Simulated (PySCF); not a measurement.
**The second ionisation energy along group 14**

All values are computed (PySCF 2.14, energy differences of UHF-based or UKS calculations, no spin-orbit coupling). Values in eV. The last column holds reference values (NIST; (s) semi-empirical, (t) theoretical, else measured). Unmarked ones compare directly (S terms, centres of terms, or small fine structure); those marked * lie between the lowest fine-structure levels and include a spin-orbit shift.

```
                               element                               configurations     LDA  MP2 (valence)  CCSD (valence)    BLYP  CCSDT (valence)  FCI (valence)  reference
     C (aug-cc-pVDZ, non-relativistic)                      [He] 2s2 2p1 → [He] 2s2  24.784         24.236          24.051     n/a           24.076         24.076     24.378
Si (aug-cc-pV(D+d)Z, non-relativistic)                      [Ne] 3s2 3p1 → [Ne] 3s2  16.369         16.000          16.118  16.268              n/a            n/a     16.322
Sn (aug-cc-pVDZ-PP with ECP28MDF, ECP)            [Kr] 4d10 5s2 5p1 → [Kr] 4d10 5s2  14.381         13.853          13.922  14.131           13.937         13.937     14.282
Pb (aug-cc-pVDZ-PP with ECP60MDF, ECP)  [Xe] 4f14 5d10 6s2 6p1 → [Xe] 4f14 5d10 6s2  13.888         13.298          13.352  13.627           13.361         13.361     13.869
```

Problem. Fill in the row of Ge (aug-cc-pVDZ-PP with ECP10MDF, ECP) ([Ar] 3d10 4s2 4p1 → [Ar] 3d10 4s2).

Solution. LDA 15.796; MP2 (valence) 15.375; CCSD (valence) 15.451; BLYP 15.600; CCSDT (valence) 15.469; FCI (valence) 15.469; reference 15.789 (eV).

"Valence" correlates the outer s and p shells and, in groups 3 to 12 and the f block, the outer d or f shell, open or full, or the next shell where the ion has no valence electron left; the wider scheme adds the next inner shell.
